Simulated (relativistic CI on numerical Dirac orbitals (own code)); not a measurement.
## Sensitivity of the levels of Os XIV to α and to the nuclear radius

Computed by Dirac-Coulomb-Breit CI, separate exchange-only KLI orbitals for each configuration, derivatives by finite differences, unscaled Slater integrals, QED left out (own radial code, finite nucleus).

Configurations in the expansion (outside the closed core [Kr] 4d10): 4f13 5s2 5p2, 4f14 5s 5p2, 4f13 5s 5p3, 4f12 5s2 5p3, 4f14 5s2 5p, 4f13 5s2 5p 5d, 4f13 5p4, 4f14 5p3. Levels of other configurations are missing.

With x = (α/α₀)² − 1 an excitation energy changes as ω = ω₀ + qx; K = 2q/ω₀ is the relative enhancement. Terms are leading LS components, so labels can repeat. The field-shift factor is F = δν/δ⟨r²⟩ for the transition from the lowest level.

Lowest level 4f14 5s2 5p 2P°_1/2.

| Level | ω₀ (cm⁻¹) | q (cm⁻¹) | F (GHz/fm²) |
| --- | --- | --- | --- |
| 4f13 5s2 5p2 2F°_7/2 | 111304 | -272300 | 59 |
| 4f14 5s2 5p 2P°_3/2 | 129810 | 161300 | -28.6 |
| 4f13 5s2 5p2 2F°_5/2 | 136524 | -251400 | 60.1 |
| 4f13 5s2 5p2 4F°_9/2 | 223868 | -107800 | 33.2 |
| 4f13 5s2 5p2 2F°_5/2 | 230623 | -106800 | 33.4 |
| 4f13 5s2 5p2 2G°_7/2 | 237679 | -108000 | 33.4 |
| 4f13 5s2 5p2 4F°_3/2 | 238770 | -93620 | 34.3 |
| 4f13 5s2 5p2 2H°_11/2 | 242268 | -109000 | 33.6 |
| 4f13 5s2 5p2 2D°_5/2 | 245950 | -109000 | 33.9 |
| 4f13 5s2 5p2 2P°_3/2 | 246323 | -99920 | 33.5 |
| 4f13 5s2 5p2 2F°_7/2 | 250195 | -106400 | 33.5 |
| 4f13 5s2 5p2 2G°_9/2 | 253212 | -106300 | 33.2 |
| 4f13 5s2 5p2 4G°_7/2 | 255598 | -88450 | 34.4 |
| 4f13 5s2 5p2 4G°_5/2 | 259204 | -89370 | 34.4 |
| 4f13 5s2 5p2 2P°_1/2 | 263072 | -87610 | 34.7 |
| 4f13 5s2 5p2 2H°_9/2 | 264735 | -90090 | 35.1 |
| 4f14 5s 5p2 4P_1/2 | 273881 | 67280 | -417 |
| 4f13 5s2 5p2 2G°_7/2 | 274094 | -86120 | 34.4 |
| 4f13 5s2 5p2 2D°_3/2 | 275816 | -88410 | 34.6 |
| 4f13 5s2 5p2 2F°_5/2 | 278502 | -86780 | 34.5 |
| 4f14 5s 5p2 4P_3/2 | 366164 | 213300 | -441 |
| 4f13 5s2 5p2 4G°_11/2 | 372777 | 57960 | 3.8 |
| 4f13 5s2 5p2 2G°_9/2 | 375389 | 44490 | 6.27 |

At this charge transitions that keep the count of f electrons are usually good to a few per cent. Levels and lines within the n = 5 or 6 shells can be off by up to 10 % or somewhat more, and those that change n by about 2 %, since core polarisation is missing. Levels that differ in their count of f electrons can be misplaced by several ten thousand cm⁻¹, since the correlation energy of f electrons is missing or only estimated; rates across such gaps can be off by orders of magnitude. The computed lowest level isn't the tabulated ground level, which NIST ASD gives as 4f13 5p2 4F°7/2; for such ions that label comes from theory and may be the wrong one.

**Question.** Which transition from the lowest level has the largest |K|?

**Answer.** 4f13 5s2 5p2 2F°_7/2 at 111304 cm⁻¹, K = -4.89.
